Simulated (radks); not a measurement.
Q: Coherent X-ray form factor from a spherical all-electron density. Calculated with a radial shooting solver on a logarithmic mesh with Libxc functionals: Dirac Kohn-Sham, LB94 model potential, spin-unpolarised, spherical densities, finite nucleus; Fermi nuclear charge, rms radius of each element as measured or else 0.836 A^(1/3) + 0.57 fm.

sin(theta)/lambda (1/angstrom)  f0 (electrons)
0.05                                    37.804
0.1                                     37.229
0.15                                    36.312
0.2                                     35.108
0.25                                    33.685
0.3                                     32.118
0.4                                     28.830
0.5                                     25.704
0.6                                     22.992
0.8                                     18.906
1                                       15.978
1.25                                    12.979
1.5                                     10.451
2                                        7.125

The species is in the configuration that NIST lists as its ground one. Which atom or ion scatters so?

A: The indium ion In11+, [Kr] 4d2. Extrapolating in s^2 from the first two rows gives f0(0) = 38.0, near the electron count 38; among species with that count, the fall with angle is slower the higher Z, and the table is that of Z = 49; from so few rows the species is fixed only to a neighbour or two.
